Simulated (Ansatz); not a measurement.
Mulliken charges of `C1O[AsH][SiH2]1` from ωB97M-V/def2-TZVPP in Ansatz (PBE0-D4/def2-TZVP geometry).

```
atom   x (Å)   y (Å)   z (Å)  charge (e)
  C1  -0.471   0.590  -0.695      -0.132
  O2   0.075  -0.458  -1.509      -0.400
 As3   1.137  -1.474  -0.416       0.186
 Si4  -0.293  -0.226   1.017       0.160
  H5   0.145   1.496  -0.772       0.117
  H6  -1.479   0.835  -1.043       0.109
  H7   2.246  -0.422  -0.212       0.000
  H8  -1.496  -0.978   1.465      -0.017
  H9   0.225   0.590   2.148      -0.022
```

By hand: the dipole of these point charges (1 e Å = 4.8032 D).

Σ q r = (0.073, 0.065, 0.505) e Å, of length 0.514 e Å = 2.47 D.

How does the dipole of the full density compare? (Best estimate.)

The calculation gave: (-0.012, 0.152, 0.364) e Å, 1.90 D; the point charges give 1.30 times that, at 18° from its direction.

Point charges leave out the atoms' own dipoles, such as those of lone pairs, and Mulliken's split depends on the basis, so the two needn't agree.
